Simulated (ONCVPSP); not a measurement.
**cobalt (Co): excitation energies, all-electron against ONCV**

Co, optimised norm-conserving Vanderbilt (ONCV), made with ONCVPSP 4.0.1 (PBEsol, scalar-relativistic). Core [Ne], reference 3s2 3p6 3d7 (charge +2). Waves: 3s: rc 1.10 bohr, ncon 3, nbas 6, qcut 13.1 1/bohr, 2 projectors, debl 2.05 Ha; 3p: rc 0.80 bohr, ncon 4, nbas 8, qcut 11.4 1/bohr, 1 projector; 3d: rc 1.50 bohr, ncon 3, nbas 8, qcut 11 1/bohr, 2 projectors, debl 2.5 Ha; f scattering state at 0.02 Ha: rc 1.35 bohr, ncon 3, nbas 7, qcut 7.3 1/bohr, 1 projector. Local part: polynomial inside 0.75 bohr (lpopt 5, dvloc0 2 Ha). Core correction: polynomial model core, fcfact 0.2.

In the s channel the program set the typed energies aside and used -4.453, 0.250 Ha.

Energies are relative to the spin-unpolarised reference configuration 3s2 3p6 3d7; without spin polarisation the order of configurations can differ from experiment.

```json
{"valence configuration": "3s2 3p6 3d7 4s1", "charge": "+1", "ΔE all-electron (eV)": "-16.698", "error AE − PS (meV)": "+4.3"}
{"valence configuration": "3s2 3p6 3d6", "charge": "+3", "ΔE all-electron (eV)": "35.837", "error AE − PS (meV)": "+64"}
```

**Question.** What are ΔE and the potential's error for 3s2 3p6 3d8?

**Answer.** ΔE = -19.320 eV all-electron; the error (AE − PS) is +15 meV.

**Question.** What are ΔE and the potential's error for 3s2 3p6 3d7 4s2?

**Answer.** ΔE = -25.744 eV all-electron; the error (AE − PS) is +11 meV.
